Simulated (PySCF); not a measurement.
**From computed data to an observable: chemical shift, span and skew from a shielding tensor**

4-fluoro-2,3-dihydrofuran (C₄H₅FO), SMILES FC1=COCC1. Atoms are numbered in the order given.

```xyz
11

F      0.0126    -2.1157     0.0000
C     -0.0369    -0.7748     0.0000
C     -1.1403    -0.0006     0.0000
O     -0.8704     1.3410     0.0000
C      0.5785     1.4876     0.0000
C      1.2073     0.0696     0.0000
H     -2.1998    -0.2842     0.0000
H      0.8575     2.0766     0.8978
H      0.8575     2.0766    -0.8978
H      1.8416    -0.1230     0.8931
H      1.8416    -0.1230    -0.8931
```
Charge 0, spin multiplicity 1.

The structure is a stationary point at PBE-D3(BJ)/def2-SVP. A frequency run showed that this geometry is not a minimum. One conformer was computed; it need not be the lowest.

GIAO shieldings from PBE/pcSseg-1 (PySCF), non-relativistic, no solvent. The symmetric part of the tensor of C2 has the principal values -53.8, 44.9, 82.5 ppm. The same nucleus in TMS has σ = 182.0 ppm at this level (PySCF, at its B3LYP-D3(BJ)/def2-TZVP geometry).

Q: Work out the isotropic shielding, the ¹³C shift against TMS, the span and the skew.

A: 
σ(iso) = (σ11 + σ22 + σ33)/3 = 24.5 ppm. δ = σ(ref) − σ(iso) = 182.0 − (24.5) = 157.5 ppm.
Span Ω = σ33 − σ11 = 136.3 ppm. Skew κ = 3(σ(iso) − σ22)/Ω = -0.45. Tumbling in solution averages the tensor to δ; in a static solid the shielding alone would spread this spin-1/2 line over Ω.
